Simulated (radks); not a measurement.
The numbers below are computed, except where a source is named.
Valence configurations of the chlorine ion Cl+ (all share [Ne]). Code: a radial shooting solver on a logarithmic mesh with Libxc functionals. Model: Dirac Kohn-Sham, BLYP, spin-unpolarised, spherical densities, point nucleus; open shells are shared between the two j in proportion to 2j + 1. Energies are relative to 3s2 3p4; eigenvalues in eV.

| valence | E (eV) | e(3p1/2) | e(3p3/2) | e(3s1/2) |
|---|---|---|---|---|
| 3s2 3p4 | 0.000 | -19.371 | -19.226 | -31.920 |
| 3s1.5 3p4.5 | 6.334 | -19.651 | -19.505 | -32.245 |
| 3p6 | 25.467 | -20.453 | -20.302 | - |
| 3s0.5 3p5.5 | 19.069 | -20.192 | -20.042 | -32.869 |
| 3s1 3p5 | 12.691 | -19.925 | -19.777 | -32.561 |

NIST lists [Ne] 3s2 3p4 as the ground configuration; this level of theory agrees among the configurations tried. The energies are those of spherical spin-averaged densities, not of single terms.
